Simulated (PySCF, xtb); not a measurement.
C2H9NSi2, SMILES C1N(C[SiH2]1)[SiH3].

Harmonic wavenumbers (cm⁻¹) from GFN2-xTB in xtb 6.7.1 at its own minimum, in rising order: 64, 103, 169, 212, 402, 439, 442, 553, 591, 613, 699, 708, 717, 743, 760, 784, 817, 825, 850, 1110, 1114, 1117, 1175, 1218, 1250, 1480, 1484, 2132, 2247, 2254, 2261, 2270, 2884, 2885, 2939, 2941.

**Question.** What does PBE-D3(BJ)/def2-SVP (PySCF 2.14.0) give at its own minimum? (Estimate from the structure and the level; the computed values follow.)

**Answer.** 60, 115, 150, 200, 360, 470, 520, 620, 625, 656, 683, 753, 780, 814, 837, 871, 915, 931, 937, 1057, 1068, 1110, 1145, 1165, 1179, 1401, 1424, 2096, 2150, 2157, 2167, 2171, 2898, 2905, 3001, 3001. Paired by order, the mean absolute difference is 55 cm⁻¹ and the zero-point energies are 61.8 and 62.0 kcal/mol.
